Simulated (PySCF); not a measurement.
# Relaxation of singlet CeO2

These are results of PySCF, PBE0, basis Ce def2-SVP with ECP28, O def2-SVP (scalar-relativistic core potentials, no spin–orbit coupling, density fitting), not measurements. A (50,194) grid was used.

A hand-made linear start, of D∞h symmetry, held to at least that symmetry:

```xyz
3
charge 0 multiplicity 1, angstrom
Ce    0.0000    0.0000    0.0000
O     0.0000    0.0000    1.9400
O     0.0000    0.0000   -1.9400
```

Optimiser trace:
```
step  E − E(last) (kJ/mol)  largest gradient (Eh/bohr)
   0                 72.43                     0.08730
   1                  6.35                     0.02965
   2                  0.64                     0.00958
   3                  0.00                     0.00069
   4                  0.00                     0.00000
```

It ends at D∞h with Ce–O 1.787 Å (×2); O–Ce–O 180.0° (after a last refinement on a finer grid). A frequency run shows 2 imaginary modes (one degenerate set), down to 68i cm⁻¹, so it is a higher-order saddle point. Other isomers or separated fragments may lie lower.

Final geometry:
Coordinates in bohr (charge 0 multiplicity 1):
```
Ce    0.0000    0.0000    0.0000
O     0.0000    0.0000    3.3766
O     0.0000    0.0000   -3.3766
```

The relaxation took roughly 40 core-seconds on a shared host.
